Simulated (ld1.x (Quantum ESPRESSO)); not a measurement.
An all-electron radial function and its pseudo partner (Hg (Z = 80))

Columns: radius, all-electron u(r) and pseudo u(r) of the 5p shell (level -70.92 eV) of mercury in the configuration [Kr] 4d10 4f14 5s2 5p6 5d10 6s1.5 6p0; PBE, scalar-relativistic, PAW scheme, ld1.x (Quantum ESPRESSO) 7.5.

| r (bohr) | all-electron | pseudo |
| --- | --- | --- |
| 0.100 | -0.3011 | -0.0275 |
| 0.200 | -0.0557 | -0.1068 |
| 0.300 | 0.5778 | -0.2287 |
| 0.400 | 0.5035 | -0.3795 |
| 0.500 | 0.0266 | -0.5422 |
| 0.600 | -0.4821 | -0.6993 |
| 0.700 | -0.8589 | -0.8347 |
| 0.800 | -1.0741 | -0.9354 |
| 0.900 | -1.1539 | -0.9934 |
| 1.000 | -1.1381 | -1.0062 |
| 1.100 | -1.0636 | -0.9766 |
| 1.200 | -0.9583 | -0.9120 |
| 1.300 | -0.8416 | -0.8227 |
| 1.400 | -0.7254 | -0.7206 |
| 1.500 | -0.6166 | -0.6164 |
| 1.600 | -0.5187 | -0.5189 |
| 1.700 | -0.4327 | -0.4327 |
| 1.800 | -0.3588 | -0.3588 |
| 1.900 | -0.2959 | -0.2959 |
| 2.000 | -0.2430 | -0.2430 |
| 2.100 | -0.1989 | -0.1989 |
| 2.200 | -0.1624 | -0.1624 |
| 2.300 | -0.1322 | -0.1322 |
| 2.400 | -0.1075 | -0.1075 |
| 2.500 | -0.0872 | -0.0872 |
| 2.600 | -0.0706 | -0.0706 |

(1) How many radial nodes do the two functions have?

(2) At about which radius was the pseudo-wave matched?

(3) Where does each function peak?

(4) Is the pseudo-wave norm-conserving?

Results:

(1) The all-electron 5p function has n − l − 1 = 3 (the table is too coarse to show those close to the nucleus); the pseudo-wave has 0, since the states of the same l below it are removed with the core.

(2) 1.70 bohr. The columns agree to 0.0005 from 1.50 bohr on; several derivatives are matched, so the curves merge somewhat inside the radius.

(3) Outermost all-electron maximum near 0.90 bohr, pseudo maximum near 1.00 bohr (to the table’s step).

(4) No, it belongs to a PAW set: the norm inside the radius is not constrained, and the difference is carried by the augmentation charge.
